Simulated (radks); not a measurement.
These are the eigenvalues of the occupied orbitals of an atom or ion with whole-number occupations (hartree). Method: non-relativistic Kohn-Sham, PBEsol, spin-polarised, spherical densities, point nucleus; computed with a radial shooting solver on a logarithmic mesh with Libxc functionals.

| orbital | eigenvalue |
|---|---|
| 1s up | -146.3587 |
| 1s down | -146.3333 |
| 2s up | -17.18960 |
| 2s down | -17.16675 |
| 2p up | -14.41606 |
| 2p down | -14.38433 |
| 3s up | -3.60935 |
| 3s down | -3.48985 |
| 3p up | -2.88914 |
| 3p down | -2.77398 |

Which element is it, and in what charge state? The configuration may be excited. Open shells, if any, are filled with parallel spins first.

Answer. Z = 20, calcium, charge +4: Ca4+ in [Ne] 3s2 3p4. The list shows which subshells hold electrons but not how many an open one holds; the 1s level, -146.36 hartree, gives Z - s = 17.1 by -(Z - s)^2/2, which with screening narrows Z to a few neighbours, and the depths of the outer levels then fix element, charge and occupations together.
